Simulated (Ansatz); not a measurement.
C2H9NOSi can be A, `CN[SiH](C)O`, or B, `CN(C)[SiH2]O`.

Calculated with Ansatz (gas phase, PBE0-D4/def2-TZVP geometries, no zero-point term in ΔE). CCSD(T)/CBS adds triple-zeta CCSD(T) − MP2 to the extrapolated MP2 energy (def2 sets, frozen cores). Functionals use def2-TZVPP. Each species was taken in one conformer, which may not be the lowest.

Q: Which isomer does CCSD(T)/CBS put lower? Give the gap. (Estimate.)

A: Ansatz gave: A, by 77.3 kJ/mol.

Q: Give E(B) − E(A) in kJ/mol with LDA (SPW92), CCSD(T)/def2-TZVPP, PBE0-D4, HF/def2-TZVPP, CCSD(T)/def2-SVP, ωB97M-V, B2PLYP. (An estimate is asked.)

A: Ansatz gave: LDA (SPW92) 70.1, CCSD(T)/def2-TZVPP 73.7, PBE0-D4 76.4, HF/def2-TZVPP 74.6, CCSD(T)/def2-SVP 56.7, ωB97M-V 78.2, B2PLYP 75.0. None reverses the order clearly.

Q: Does the order hold for the free energy at 298.15 K (harmonic terms from PBE0-D4)? (An estimate is asked.)

A: Ansatz gave: Yes: G(B) − G(A) = +79.1 kJ/mol, for one conformer each. Modes under 60 cm⁻¹, often nearly free rotors, make the harmonic entropy too high.

Largest T1 diagnostic: 0.011.

At CCSD(T), def2-SVP lies −20.6 kJ/mol from the extrapolated value and def2-TZVPP −3.5 kJ/mol. Leaving LDA and LC-ωPBE aside and taking each functional with its dispersion term where it has one, the values, not all of them listed here, spread over 8.8 kJ/mol, from BLYP-D4 to r2SCAN0-D4. LDA lies −4.4 kJ/mol from PBE without D4.
